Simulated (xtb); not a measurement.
Harmonic IR lines of one isomer of C3H6Si, unscaled. Calculation: GFN2-xTB in xtb.

```tsv
wavenumber (cm⁻¹)	relative intensity
280	6.8
346	7.6
418	12
571	4.8
640	16
781	37
915	3.3
1021	3.5
1119	17
2275	100
2997	12
3068	13
3110	18
```

Task: Say which structure gives these lines.
(A) `[SiH2]=C1CC1`
(B) `C=C=C[SiH3]`
(C) `C=C[SiH]=C`
(D) `C=C1C[SiH2]1`

Result: C, `C=C[SiH]=C`
